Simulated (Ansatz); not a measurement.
Geometry optimisation, UKS B3LYP-D4/cc-pVDZ in Ansatz 0.2.0.

Input file:

```yaml
crystal:
  periodic: [false, false, false]
  atoms:
    - { symbol: Al, position_ang: [0.044303, -0.247604, -0.06493] }
    - { symbol: H, position_ang: [-0.07702, 0.007047, 1.476779] }
    - { symbol: O, position_ang: [1.628344, -0.318476, -0.746817] }
    - { symbol: H, position_ang: [1.766132, -0.490242, -1.68678] }
    - { symbol: O, position_ang: [-1.299361, -0.485423, -1.131461] }
    - { symbol: H, position_ang: [-2.210348, -0.455463, -0.816657] }
    - { symbol: C, position_ang: [-0.016721, 0.047212, 3.791153] }
    - { symbol: H, position_ang: [-0.614975, -0.859789, 3.884333] }
    - { symbol: H, position_ang: [1.071251, -0.019513, 3.76806] }
    - { symbol: H, position_ang: [-0.501306, 1.023552, 3.82142] }
magnetization:
  spin_polarized: true
  initial_magnetization: 1
basis:
  gaussian: { orbitals: cc-pVDZ }
hamiltonian:
  xc: b3lyp
  dispersion: d4
relax:
  f_tol: 0.03
  max_steps: 50
```

Command:

```bash
$ ansatz run input.yaml --threads 4 --pin off --max-ram 5120MiB --backend cpu --events-out ev --progress --plain --runs-dir out
```

Q: Where does it end, and by what steps?

A: The run converged. The force dipped under the threshold on the way, but the program's further checks kept it going. After 32 steps the energy has fallen by 0.402 eV; H2 moved furthest, 1.99 Å.

```
step  energy less start (eV)  largest force component (eV/Å)  accepted
   0                  0.0000                           0.216       yes
   2                 -0.0109                           0.174       yes
   4                 -0.0398                           0.076       yes
   6                 -0.0437                           0.044       yes
   8                 -0.0441                           0.364        no
  10                 -0.0423                           0.196        no
  12                 -0.0478                           0.025       yes
  14                 -0.0508                           0.102       yes
  16                 -0.0556                           0.168       yes
  18                 -0.0656                           0.362       yes
  20                 -0.1081                           0.635       yes
  22                 -0.1581                           0.366       yes
  24                 -0.2707                           0.235       yes
  26                 -0.3726                           0.222       yes
  28                 -0.3863                           0.389        no
  30                 -0.4016                           0.047       yes
  32                 -0.4021                           0.010       yes
```

```xyz
10
Properties=species:S:1:pos:R:3
Al -0.037 0.254 0.407
H -0.349 1.793 0.644
O 1.616 -0.182 0.088
H 1.820 -1.038 -0.310
O -1.246 -0.910 -0.065
H -2.183 -0.683 -0.081
C 0.036 -0.232 2.813
H -0.588 -1.126 2.730
H 1.122 -0.348 2.832
H -0.401 0.673 3.239
```

Whether the end is a true minimum wasn't checked by a vibrational analysis.

The run took 48 s on 4 threads of Arm Neoverse V2 (shared host), peak memory 0.23 GiB.
